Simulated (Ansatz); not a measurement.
Ideal-gas functions of CH₂BrI, SMILES `BrCI` at 400 K and 1 bar, from an Ansatz frequency run at PBE0-D4/def2-TZVP.

Molar mass 220.84 g/mol, point group Cs (symmetry number 1), electronic degeneracy 1, moments of inertia 20.403, 573.165, 590.319 u Å². Harmonic wavenumbers (cm⁻¹, unscaled): 144, 540, 651, 769, 1097, 1179, 1422, 3148, 3236.

Use S(trans) = R[1.5 ln M + 2.5 ln T − 1.1517]; rotational temperatures θ = 24.2544 K / I; S(rot) = R[ln(√π/σ · √(T³/θAθBθC)) + 1.5]; for each mode x = 1.438777 ν̃/T, S = R[x/(eˣ − 1) − ln(1 − e⁻ˣ)] and H = RT x/(eˣ − 1); 1 cm⁻¹ = 0.0119627 kJ/mol; R = 8.31446 J/(mol·K).

By hand: the entropy, in J/(mol·K).

Translation 182.3. Rotation: θ = 1.1888, 0.0423, 0.0411 K, giving 117.7. Vibration, mode by mode: 13.88, 3.99, 2.91, 2.08, 0.81, 0.64, 0.31, 0.00, 0.00, in all 24.6. Electronic 0.0. Sum 324.6 J/(mol·K).

By hand: H − E and G − E in kJ/mol, counted from the electronic energy.

Zero-point energy ½ × 12186 × 0.0119627 = 72.9; thermal vibration 5.6; translation, rotation and pV give 4 RT = 13.3. H − E = 91.8 kJ/mol, and G − E = 91.8 − 400 × 324.6/1000 = -38.0 kJ/mol.

Vibration gives 8 % of the entropy, 13.9 J/(mol·K) of it from the mode under 150 cm⁻¹: soft modes count most, and the harmonic formula is weakest for them.
